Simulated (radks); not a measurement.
The numbers below are computed, except where a source is named.
Problem. Hg4+, 76 electrons, occupied as [Kr] 4d10 4f14 5s1 5p6 5d8 6p1 (not the ground configuration). Code: a radial shooting solver on a logarithmic mesh with Libxc functionals. Model: scalar-relativistic Kohn-Sham, MS2 meta-GGA, spin-polarised, spherical densities, finite nucleus; open shells are filled with parallel spins first (spin-orbit coupling, left out, can overturn this in heavy ions); meta-GGA in the generalised Kohn-Sham scheme; Fermi nuclear charge, rms radius 5.4648 fm. Some entries of the table are withheld. Estimate them.

orbital,occ.,eigenvalue (eV),<1/r> (bohr^-1)
1s up,1,-83256.16,97.56
1s down,1,-83255.94,97.56
2s up,1,-14817.88,22.90
2s down,1,-14817.52,22.90
2p up,3,-12782.99,20.28
2p down,3,-12782.64,20.28
3s up,1,-3569.180,8.492
3s down,1,-3568.979,8.492
3p up,3,-2979.461,7.723
3p down,3,-2979.225,7.722
3d up,5,-2359.398,7.257
3d down,5,-2359.070,7.257
4s up,1,-836.6231,3.640
4s down,1,-836.2627,3.638
4p up,3,-642.8212,3.285
4p down,3,-642.4853,3.285
4d up,5,-412.5819,2.948
4d down,5,-412.0927,2.949
5s up,1,-179.3194,1.512
5s down,0,-176.0169,1.519
4f up,7,-158.1114,2.538
4f down,7,-157.3585,2.543
5p up,3,-126.3976,1.306
5p down,3,-123.0017,1.308
5d up,5,-64.8024,(1)
5d down,3,-61.9498,(2)
6p up,1,(3),0.5218
6p down,0,(4),0.5218

Solution. 
(1) 5d up <1/r> (bohr^-1): 1.007
(2) 5d down <1/r> (bohr^-1): 1.000
(3) 6p up eigenvalue (eV): -37.2244
(4) 6p down eigenvalue (eV): -35.2837
